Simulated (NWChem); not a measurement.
# C₂H₉NSi; SMILES [SiH3]NCC

```xyz
13

C      0.1758    -2.3583    -0.2187
C     -0.5107    -1.0693     0.2001
N      0.4054     0.0498     0.2500
Si    -0.0186     1.6930    -0.0897
H     -0.5399    -3.1935    -0.2671
H      0.9623    -2.6383     0.5015
H      0.6500    -2.2437    -1.2051
H     -1.3059    -0.8287    -0.5272
H     -1.0316    -1.2306     1.1668
H      1.2086    -0.1106     0.8492
H     -0.9434     2.3508     0.8972
H     -0.7008     1.7532    -1.4199
H      1.2503     2.4815    -0.1130
```
Atoms are numbered in this order, from 1.

Program: NWChem. All runs use the structure optimised with PBE0/def2-SVP. Isolated, static molecule.

GIAO at PBE0/pcSseg-1: principal shieldings of N3 are 202.3, 238.1, 280.8 ppm; an isolated ammonia molecule has σ = 265.6 ppm at the same levels.

Question: Find the isotropic 15N shift, its principal values, the span and the skew.

Answer: 
1. σ(iso) = one third of the sum = 240.4 ppm.
2. δ = σ(reference) − σ = 25.2 ppm against ammonia.
3. δ11, δ22, δ33 = 63.3, 27.5, -15.2 ppm.
4. Span Ω = δ11 − δ33 = 78.5 ppm; skew κ = 3(δ22 − δ(iso))/Ω = 0.09.
